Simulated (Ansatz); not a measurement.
`[F][Sb]([Cl])[Cl]` + SiH₄ → `[SiH3][Sb]([Cl])[Cl]` + H–F  (formal exchange of groups at the Sb–F bond)

Calculated with Ansatz (gas phase, PBE0-D4/def2-TZVP geometries, no zero-point term in ΔE). CBS: MP2 limit from def2 TZ/QZ plus the TZ coupled-cluster correction, frozen cores. This one scheme is used for every species. Functionals use def2-TZVPP. Elements past krypton have def2 core potentials. For Sb outer-core shells are correlated without core-valence functions, which leaves a few kJ/mol of doubt a bond.

`[F][Sb]([Cl])[Cl]`:

```xyz
4

F    -1.225    0.426    1.123
Sb    0.023   -0.766    0.331
Cl   -0.627   -0.359   -1.866
Cl    1.829    0.699    0.412
```

SiH₄:

Cartesian coordinates in Å:
```
Si 0.000 0.000 0.000
H 0.812 -0.185 -1.229
H 0.885 0.407 1.120
H -0.678 -1.276 0.343
H -1.019 1.054 -0.234
```

`[SiH3][Sb]([Cl])[Cl]`:

```xyz
7

Si    0.660   -0.453   -0.645
Sb   -1.671    0.395    0.125
Cl   -0.796    2.518    0.654
Cl   -1.428   -0.638    2.228
H     1.014    0.223   -1.920
H     0.585   -1.922   -0.863
H     1.635   -0.123    0.421
```

H–F:

```xyz
2

F    -0.314   -0.244    0.231
H     0.314    0.244   -0.231
```

(1) Is it downhill or uphill in electronic energy at CCSD(T)/CBS, and by how much? (Estimate.)

(2) What do these levels give: LDA (SPW92), r2SCAN-D4, PBE0-D4, r2SCANh-D4, PBE-QIDH, PBE, CAM-B3LYP, RPA@PBE/def2-TZVPP, CCSD/def2-SVP, HF/def2-TZVPP, MP2/CBS(def2), CCSD/CBS(def2)? (Best estimate.)

Largest T1 diagnostic among the species: 0.014.

## Answers

(1) Ansatz gave: Uphill: ΔE = +8.7 kcal/mol.

(2) Ansatz gave: LDA (SPW92) 8.4, r2SCAN-D4 11.9, PBE0-D4 7.1, r2SCANh-D4 10.7, PBE-QIDH 7.4, PBE 10.7, CAM-B3LYP 14.6, RPA@PBE/def2-TZVPP 10.1, CCSD/def2-SVP 8.4, HF/def2-TZVPP 12.7, MP2/CBS(def2) 8.0, CCSD/CBS(def2) 8.8 kcal/mol.

In def2-TZVPP, CCSD(T) changes the Hartree–Fock value by −4.2 kcal/mol (the triples alone add −0.2 kcal/mol) and MP2 by −4.8 kcal/mol. Leaving LDA and LC-ωPBE aside and taking each functional with its dispersion term where it has one, the values, not all of them listed here, spread over 8.4 kcal/mol, from HSE06-D4 to B97M-V. LDA lies −2.3 kcal/mol from PBE without D4. From BLYP to BHLYP (50 % exact exchange), in def2-TZVPP and without D4, ΔE moves by −3.2 kcal/mol.
